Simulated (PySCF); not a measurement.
**SMILES NC(=O)C#C/C=C/NC=O, C6H6N2O2**

Geometry:
| atom | x (Å) | y (Å) | z (Å) |
| --- | --- | --- | --- |
| N1 | -3.902 | -0.197 | 0.045 |
| C2 | -3.249 | -0.520 | -1.103 |
| O3 | -3.814 | -0.814 | -2.133 |
| C4 | -1.815 | -0.477 | -0.964 |
| C5 | -0.608 | -0.463 | -0.924 |
| C6 | 0.792 | -0.443 | -0.861 |
| C7 | 1.452 | -0.123 | 0.259 |
| N8 | 2.829 | -0.093 | 0.358 |
| C9 | 3.478 | 0.233 | 1.511 |
| O10 | 2.942 | 0.523 | 2.546 |
| H11 | -3.409 | 0.044 | 0.886 |
| H12 | -4.908 | -0.200 | 0.046 |
| H13 | 1.319 | -0.700 | -1.771 |
| H14 | 0.947 | 0.137 | 1.178 |
| H15 | 3.363 | -0.326 | -0.468 |
| H16 | 4.575 | 0.200 | 1.384 |

Theory: GIAO KT3/pcSseg-1 magnetisability, rotational g tensor and spin-rotation constants, non-relativistic, gas phase (PySCF 2.14.0). Geometry: GFN2-xTB.

Task: Give the nuclear spin-rotation constants along the inertial axes (H = +C I·J) beside the isotropic shieldings.

Result: Rotational constants 4.4408, 0.3960, 0.3635 GHz. A star marks the isotopologue with that one atom substituted, in its own axes.
```tsv
atom	isotope	Caa (kHz)	Cbb (kHz)	Ccc (kHz)	mean (kHz)	σ (ppm)
N1	14N	0.481	0.021	0.027	0.176	149.3
N8	14N	0.350	0.059	0.027	0.145	97.7
H11	1H	0.017	-0.015	-0.046	-0.015	26.8
H12	1H	0.184	-0.031	-0.049	0.035	27.3
H13	1H	-0.447	0.031	-0.042	-0.152	26.6
H14	1H	-0.344	0.037	-0.041	-0.116	24.1
H15	1H	-0.451	0.036	-0.051	-0.155	25.4
H16	1H	0.242	-0.022	-0.031	0.063	23.8
C2	13C*	1.719	0.147	0.083	0.650	44.4
O3	17O*	-2.273	-0.223	-0.024	-0.840	-66.9
C4	13C*	0.632	0.106	0.124	0.287	98.9
C5	13C*	0.395	0.129	0.113	0.212	104.3
C6	13C*	1.342	0.120	0.051	0.504	98.5
C7	13C*	1.791	0.160	0.052	0.668	53.7
C9	13C*	2.123	0.114	0.086	0.774	41.0
O10	17O*	-2.206	-0.255	-0.018	-0.826	-89.4
```
For the geometry as given, no vibrational averaging.
